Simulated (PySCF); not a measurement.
# Correlation energy of N (nitrogen, neutral)

[He] 2s2 2p3, high-spin 4S determinant. Computed with PySCF 2.14 in cc-pVDZ (3s2p1d, 14 functions), with the non-relativistic Hamiltonian (point nucleus). Frozen: 1s2; 5 electrons correlated.

MP2 pair energies summed by pair of shells (mhartree):

| pair | energy | share (%) |
| --- | --- | --- |
| 2s-2p | -45.17 | 63.9 |
| 2p-2p | -17.68 | 25.0 |
| 2s-2s | -7.89 | 11.2 |

Total MP2 correlation energy: -70.74 mhartree.

Same-spin part -21.42 and opposite-spin part -49.32 mhartree; SCS-MP2 scales them by 1/3 and 6/5 to -66.32 mhartree.

```csv
level,correlation energy (mhartree)
CCSD,-86.76
(T),-0.63
CCSD(T),-87.39
```

Diagnostics: T1 = 0.0036, D1 = 0.0088, largest double amplitude 0.040.

Cost of the coupled-cluster step: 0.07 s of wall time on 1 thread of Neoverse-V1 (shared host), for 5 correlated electrons.

Iterations:

```
CC2 = 0
CCSD nocc = (np.int64(4), np.int64(1)), nmo = (13, 13)
frozen orbitals [[0], [0]]
max_cycle = 100
direct = 0
conv_tol = 1e-08
conv_tol_normt = 1e-06
diis_space = 8
diis_start_cycle = 0
Init t2, MP2 energy = -0.0707405307243577
Init E_corr(UCCSD) = -0.0707405307244532
cycle = 1  E_corr(UCCSD) = -0.0833725020678086  dE = -0.0126319713  norm(t1,t2) = 0.0280025
cycle = 2  E_corr(UCCSD) = -0.0858636960453803  dE = -0.00249119398  norm(t1,t2) = 0.00799674
cycle = 3  E_corr(UCCSD) = -0.0867903817824098  dE = -0.000926685737  norm(t1,t2) = 0.00301921
cycle = 4  E_corr(UCCSD) = -0.0867570955747073  dE = 3.32862077e-05  norm(t1,t2) = 0.00050165
cycle = 5  E_corr(UCCSD) = -0.0867598207581751  dE = -2.72518347e-06  norm(t1,t2) = 9.3975e-05
cycle = 6  E_corr(UCCSD) = -0.0867597198875487  dE = 1.00870626e-07  norm(t1,t2) = 1.42297e-05
cycle = 7  E_corr(UCCSD) = -0.0867598644108158  dE = -1.44523267e-07  norm(t1,t2) = 8.94038e-07
cycle = 8  E_corr(UCCSD) = -0.0867598270752872  dE = 3.73355287e-08  norm(t1,t2) = 1.30608e-07
cycle = 9  E_corr(UCCSD) = -0.0867598322963283  dE = -5.2210411e-09  norm(t1,t2) = 2.47208e-08
UCCSD converged
E(UCCSD) = -54.47787439449599  E_corr = -0.08675983229632826
UCCSD(T) correction = -0.000627349363232792
```
